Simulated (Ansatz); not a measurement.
Start from `CC(=O)OB(Cl)Cl` and change one atom or group to get `CBOC(C)=O`.

Ansatz, PBE0-D4/def2-TZVP geometries, multiplicity 1. Each molecule was computed in one conformer, which needn't be the lowest.

```json
{"property": "LUMO energy (PBE/def2-TZVPP) / eV", "`CC(=O)OB(Cl)Cl`": "-2.21"}
{"property": "HOMO–LUMO gap (PBE/def2-TZVPP) / eV", "`CC(=O)OB(Cl)Cl`": "4.78"}
{"property": "HOMO energy (PBE0/def2-TZVPP) / eV", "`CC(=O)OB(Cl)Cl`": "-8.67"}
{"property": "zero-point energy (PBE0-D4/def2-TZVP) / kJ/mol", "`CC(=O)OB(Cl)Cl`": "153.9"}
{"property": "HOMO energy (ωB97M-V/def2-TZVPP) / eV", "`CC(=O)OB(Cl)Cl`": "-11.08"}
{"property": "HOMO–LUMO gap (ωB97M-V/def2-TZVPP) / eV", "`CC(=O)OB(Cl)Cl`": "12.10"}
```

Question: Give the same properties after the change, and the shifts. (Estimate.)

Answer: Computed: 
```csv
property,`CBOC(C)=O`,shift
LUMO energy (PBE/def2-TZVPP) / eV,-1.85,0.36
HOMO–LUMO gap (PBE/def2-TZVPP) / eV,4.68,-0.10
HOMO energy (PBE0/def2-TZVPP) / eV,-8.19,0.48
zero-point energy (PBE0-D4/def2-TZVP) / kJ/mol,265.8,111.9
HOMO energy (ωB97M-V/def2-TZVPP) / eV,-10.64,0.44
HOMO–LUMO gap (ωB97M-V/def2-TZVPP) / eV,11.95,-0.15
```

With PBE0 the HOMO rises by 0.48 eV and the LUMO rises by 0.42 eV, so the gap narrows by about 0.06 eV. PBE moves the HOMO by 0.46 eV and ωB97M-V by 0.44 eV. The zero-point energy changes by 111.9 kJ/mol with +9 modes.

Positive LUMOs are unbound, so they and the gaps depend on the basis.
